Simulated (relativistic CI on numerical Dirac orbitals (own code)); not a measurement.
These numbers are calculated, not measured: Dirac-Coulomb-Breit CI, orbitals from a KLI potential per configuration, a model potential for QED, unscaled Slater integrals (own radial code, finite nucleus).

Configuration list (outside the closed core [Ne]): 3s, 3p, 3d, 4s, 4p, 4d, 4f, 5s, 5p, 5d, 5f, 5g, 6s, 6p, 6d, 7s, 7p. Levels of other configurations are missing.

At this charge energies of transitions that change n are usually good to better than 1 %, and those within a shell (Δn = 0) to a few per cent.

Outline of the computed level scheme of Nd L. Lowest level of each configuration: 3s 2S_1/2 at 0.00 eV; 3p 2P°_1/2 at 116.55 eV; 3d 2D_3/2 at 401.13 eV; 4s 2S_1/2 at 1959.03 eV; 4p 2P°_1/2 at 2007.25 eV; 4d 2D_3/2 at 2119.15 eV; 4f 2F°_5/2 at 2162.00 eV; 5s 2S_1/2 at 2830.61 eV; 5p 2P°_1/2 at 2854.87 eV.

Some strong electric-dipole decays among the lowest 15 levels: 4f 2F°_7/2 → 3d 2D_5/2 (9.0e+13 s⁻¹); 4f 2F°_5/2 → 3d 2D_3/2 (8.6e+13 s⁻¹); 4d 2D_5/2 → 3p 2P°_3/2 (4.4e+13 s⁻¹); 4d 2D_3/2 → 3p 2P°_1/2 (3.5e+13 s⁻¹); 4p 2P°_1/2 → 3s 2S_1/2 (2.2e+13 s⁻¹); 4p 2P°_3/2 → 3s 2S_1/2 (1.6e+13 s⁻¹); 4s 2S_1/2 → 3p 2P°_3/2 (1.6e+13 s⁻¹); 5p 2P°_1/2 → 3s 2S_1/2 (1.2e+13 s⁻¹).
